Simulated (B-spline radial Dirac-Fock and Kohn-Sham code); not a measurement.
## Energy-loss ionisation edge N6 (4f5/2) of Pt

System: neutral platinum, [Xe] 4f14 5d9 6s1. Method: the first Born approximation with generalised oscillator strengths from a Dirac-Hartree-Slater potential (longitudinal and transverse terms; continuum final states only, so no white lines or fine structure). Computed with a B-spline atomic structure program. The edge is taken at 74.50 eV (tabulated value).

Partial cross sections σ(β, Δ) in barn, integrated over a window Δ above the edge and up to the collection semi-angle β, for parallel illumination:

```
E₀ (kV)  β (mrad)  Δ = 25 eV  Δ = 50 eV  Δ = 100 eV  Δ = 200 eV  Δ = 300 eV
     60         5       2860       5340       13500       33900       45100
     60        20       4940       9950       25800       70800      101000
     60        50       5770      12500       32300       87200      128000
     80         5       2580       4870       12600       32600       44200
     80        10       3410       6630       17400       47600       66900
     80       100       4820      10600       27400       74100      109000
    100        50       4090       8930       23200       63300       93200
    120         5       2230       4270       11200       30200       41900
    120        10       2850       5600       14900       41200       58800
    200         5       1910       3690        9880       27400       38900
    200        10       2340       4690       12500       35100       50700
    200       100       2760       6010       15800       43500       64400
    300         5          ?          ?           ?           ?           ?
    300        20       2250       4820       12700       35500       52500
```

Task: Give the row for 300 kV and 5 mrad.

Result: 1740 b for 25 eV, 3410 b for 50 eV, 9180 b for 100 eV, 26000 b for 200 eV, 37200 b for 300 eV.
